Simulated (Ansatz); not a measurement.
`C[B](F)[GeH3]` → `C[B][GeH3]`• + F•  (homolysis of the B–F bond)

Gas-phase electronic energies from Ansatz, PBE0-D4/def2-TZVP geometries. CBS: MP2 limit from def2 TZ/QZ plus the TZ coupled-cluster correction, frozen cores. This one scheme is used for every species, atoms too. DFT in def2-TZVPP. No spin–orbit coupling; open shells (•) take unrestricted orbitals. Spin–orbit coupling would lower the free atoms: a little for F. For Ge outer-core shells are correlated without core-valence functions, so the limit isn't a true one: a few kJ/mol of doubt a bond, and 10 to 20 or more in all where bonds break to atoms. Scalar relativity is left out up to krypton.

```json
{"level": "revPBE-D4", "ΔE (eV)": "7.05"}
{"level": "revPBE", "ΔE (eV)": "6.99"}
{"level": "LC-ωPBE", "ΔE (eV)": "7.19"}
{"level": "CCSD/def2-SVP", "ΔE (eV)": "6.94"}
```

Question: What does CCSD(T)/CBS give? (Best estimate.)

Answer: Ansatz gave: +7.31 eV. The listed levels differ from it by -0.26, -0.32, -0.12, -0.37 eV.

Largest T1 diagnostic among the species: 0.013.

In def2-TZVPP, CCSD(T) changes the Hartree–Fock value by +1.69 eV (the triples alone add +0.12 eV) and MP2 by +2.03 eV; breaking electron pairs costs correlation energy, which Hartree–Fock lacks. The D4 term adds +0.03 eV with B3LYP and +0.02 eV with PBE0; it sums over pairs of atoms, weighted by their polarisabilities, and B3LYP, whose exchange is more repulsive, gets the larger term.

B3LYP here is the variant with VWN-RPA as its local correlation; programs differ in this.

CCSD(T)/CBS has its own doubt, a few kJ/mol and more with outer-core shells, so smaller differences from it don't rank the levels.
